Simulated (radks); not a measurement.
Values are calculated unless marked as measured or tabulated.
The zinc ion Zn2+, configuration [Ar] 3d9 4d1 (not the ground configuration).

Code: a radial shooting solver on a logarithmic mesh with Libxc functionals. Model: Dirac Kohn-Sham, PBE, spin-unpolarised, spherical densities, finite nucleus; open shells fill j = l - 1/2 first; Fermi nuclear charge, rms radius 3.9283 fm.

Energy parts (hartree):
total: -1794.02320
kinetic: 1827.42269
electron-nucleus: -4294.72547
Hartree: 743.86435
exchange-correlation: -70.58478

Orbitals (lengths in bohr, moments of r in powers of bohr):
orbital,occ.,eigenvalue (hartree),<r^2>,small-component weight
1s1/2,2,-351.2319,0.003405,1.17e-02
2s1/2,2,-43.81756,0.06030,2.24e-03
2p1/2,2,-38.73750,0.04717,2.22e-03
2p3/2,4,-37.86023,0.04869,2.18e-03
3s1/2,2,-5.98949,0.5300,5.03e-04
3p1/2,2,-4.37620,0.5769,4.55e-04
3p3/2,4,-4.26198,0.5939,4.45e-04
3d3/2,4,-1.57823,0.8634,3.22e-04
3d5/2,5,-1.56377,0.8741,3.19e-04
4d3/2,1,-0.37910,16.78,2.49e-05
4d5/2,0,-0.37839,16.85,2.49e-05

The highest occupied level is 4d3/2 at -10.316 eV. Summed over all electrons, <r^2> = 29.61 bohr^2, which gives a Langevin (diamagnetic) susceptibility term of -23.5 x 10^-6 cm^3/mol. The density falls to 0.001 e/bohr^3 at r = 4.37 bohr.
